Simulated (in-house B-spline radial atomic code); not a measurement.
The numbers below are computed, except where a source is named.
## Correlation energy from the adiabatic connection: −Z/r, Z = 6

Two electrons in a singlet, external potential −Z/r, Z = 6 (atomic units). Full CI in B-splines (partial waves to l = 8, correlation up to 0.6 % small) with the density held fixed gives W(λ) = <V_ee>_λ − U, and E_c is the integral of W(λ) − W(0) from 0 to 1.

```
   λ  W(λ) − W(0) (hartree)
   0                0.00000
0.02               -0.00187
0.05               -0.00466
0.12               -0.01114
0.25               -0.02302
 0.4               -0.03648
 0.6               -0.05404
 0.8               -0.07116
   1               -0.08786
```

(1) Integrate the table by the trapezoid rule.

(2) Now use only three numbers: W(0) = -3.5271, the initial slope W'(0) = -0.09357 (extrapolated from the first points) and the strong-coupling limit of the point-charge-plus-continuum model, W∞ = -5.0096. What do second-order theory and the interpolation W(λ) = W∞ + (W(0) − W∞)/√(1 + 2χλ) of Seidl, Perdew and Levy give?

Results:

(1) The strips give -0.00002, -0.00010, -0.00055, -0.00222, -0.00446, -0.00905, -0.01252, -0.01590, which sum to -0.04483 hartree. The direct value, W(1) − W(0) + T_c with T_c = 0.04300, is -0.04485; the curve is convex, so chords lie above it and the trapezoids fall short in size by 0.06 %.

(2) Second order keeps the slope alone: E_c = W'(0)/2 = -0.04679, +4 % in size against -0.04485. Matching the slope fixes χ = W'(0)/(W∞ − W(0)) = -0.09357/(-1.48250) = 0.06312. Integrating, with s = √(1 + 2χ) = 1.061241, E_c = −(W(0) − W∞)(s − 1)/(s + 1) = −1.48250 × 0.061241/2.061241 = -0.04405 hartree, -1.8 % in size against the full result. At λ = 1 the formula gives W − W(0) = -0.08555 against -0.08786. Part of the miss can come from the model's W∞.
